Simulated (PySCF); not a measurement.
# Ionisation energy along the 20-electron series

Calculated with PySCF 2.14 and a two-component X2C-1e Hamiltonian (Gaussian nucleus, no Breit or QED terms), each ion in its own even-tempered basis scaled to its charge; GMP2 freezes [Ne] and drops the highest virtual spinors. Values in eV. NIST values: (m) measured, (s) semi-empirical, (t) theoretical.

| ion | configuration | GHF (spin-free) | GMP2 (spin-free) | GHF (screened spin-orbit) | GMP2 (screened spin-orbit) | NIST |
| --- | --- | --- | --- | --- | --- | --- |
| Gd⁴⁴⁺ | [Ar] 3d2 | 3528.6 | 3528.1 | 3547.6 | 3547.3 | 3546 ± 4 (t) |
| Tb⁴⁵⁺ | [Ar] 3d2 | 3678.8 | 3678.3 | 3699.4 | 3699.1 | 3698 ± 4 (t) |
| Dy⁴⁶⁺ | [Ar] 3d2 | 3831.6 | 3831.1 | 3854.0 | 3853.7 | 3852 ± 4 (t) |

Between Z = 64 and Z = 66 the GMP2 (screened spin-orbit) value grows as Z to the power 2.69.
